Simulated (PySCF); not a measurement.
**Zirconium: highly charged ions in a basis for the neutral atom**

Zr⁹⁺ [Ar] 3d10 4s2 4p1, Zr¹⁰⁺ [Ar] 3d10 4s2. All numbers are calculated (PySCF 2.14, scalar relativity through the core potential, in cc-pVDZ-PP with ECP28MDF). No spin-orbit coupling, so a gap to NIST mixes the basis error with missing relativistic terms.

Changed run: basis of the neutral atom used for a highly charged ion. This setting is unsound on purpose.

```csv
species,method,sound run (hartree),changed run (hartree),converged
Zr⁹⁺,UHF,not run,-22.49038,yes
Zr⁹⁺,MN15,not run,-22.57518,yes
Zr⁹⁺,TPSS,not run,-22.64319,yes
Zr¹⁰⁺,UHF,not run,-16.28492,yes
Zr¹⁰⁺,MN15,not run,-16.40862,yes
Zr¹⁰⁺,TPSS,not run,-16.39668,yes
```

Ionisation energy of Zr⁹⁺:

```
method  changed run (eV)      NIST (eV)
   UHF            168.86  172.02 ± 0.05
  MN15            167.80  172.02 ± 0.05
  TPSS            169.98  172.02 ± 0.05
```

The contracted functions were made for the neutral atom and can be too rigid for a highly charged ion.
